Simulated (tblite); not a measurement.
C₄H₂FO₂S (doublet state).
Geometry (GFN2-xTB, Å), atoms numbered from 1 in this order:
```
atom  x, y, z in Å
C1    -1.753   -0.588    0.015
C2    -0.464   -0.161    0.001
O3     0.617   -0.999   -0.225
C4     1.747   -0.275   -0.174
S5     3.242   -0.850   -0.382
O6     1.456    1.022    0.079
C7     0.119    1.099    0.187
F8    -0.432    2.265    0.437
H9    -2.543    0.112    0.196
H10   -1.981   -1.621   -0.156
```

Method: GFN2-xTB as coded in tblite; computed harmonic values from a numerical Hessian at the method's own geometry, unscaled. The method is semi-empirical: single wavenumbers can be off by several per cent or more. One conformer, not necessarily the lowest. Open shells enter through the occupations alone, without spin polarisation, and single modes of such species can be off by tens of per cent.

Harmonic wavenumbers (cm⁻¹): 126.1, 179.6, 221.1, 242.3, 302.8, 465.3, 495.9, 547.9, 560.6, 598.8, 600.8, 733.5, 818.7, 898.8, 922.0, 1050.9, 1152.1, 1253.4, 1265.0, 1329.7, 1447.4, 1550.1, 3155.0, 3205.9.

A = 3705, B = 1246, C = 932.5 MHz; mass 132.976 u (most abundant isotopes); point group Cs, symmetry number 1; spin multiplicity 2.

Question: Zero-point energy?

Answer: ½Σν̃ = 11562 cm⁻¹ = 33.06 kcal/mol.

Question: Give the ideal-gas entropy at 273.15 K and 1 bar in the rigid-rotor, harmonic-oscillator model (classical rotation).

Answer: Translation 40.16, rotation 28.44, vibration 13.20, spin (R ln 2) 1.38: S = 83.2 cal/(mol K).

Question: And Cp and H(273.15 K) − H(0)?

Answer: Cp = 25.86 cal/(mol K), of which vibrations give 17.91 (their classical limit is 24 R = 47.7); H(273.15 K) − H(0) = 4.38 kcal/mol without the zero-point energy, 2.21 from vibrations.

Question: What must be added to the electronic energy to get the Gibbs energy at 273.15 K and 1 bar?

Answer: ZPE + [H(273.15 K) − H(0)] − T·S = 33.06 + 4.38 − 22.72 = 14.72 kcal/mol.

Question: How do the functions run with temperature in this model?

Answer: 
| T (K) | S (cal/(mol K)) | Cp (cal/(mol K)) | H − H(0) (kcal/mol) | G − H(0) (kcal/mol) | ln q(vib) |
| --- | --- | --- | --- | --- | --- |
| 150 | 70.5 | 17.0 | 1.73 | -8.85 | 0.88 |
| 250 | 81.0 | 24.3 | 3.80 | -16.44 | 2.23 |
| 298.15 | 85.5 | 27.5 | 5.05 | -20.45 | 2.94 |
| 400 | 94.4 | 33.1 | 8.14 | -29.62 | 4.52 |
| 600 | 109.3 | 40.5 | 15.57 | -50.04 | 7.61 |
| 900 | 127.0 | 46.3 | 28.69 | -85.61 | 11.88 |

q(vib) and H(0) count from the zero-point level.

Hindered rotation and anharmonicity are outside this model. Other conformers, if any are populated, would add a mixing term that is left out.

Hardware: one thread of an AMD EPYC 9B45 (shared host). Cost: 0.17 s. This covers the Hessian and the dipole derivatives.
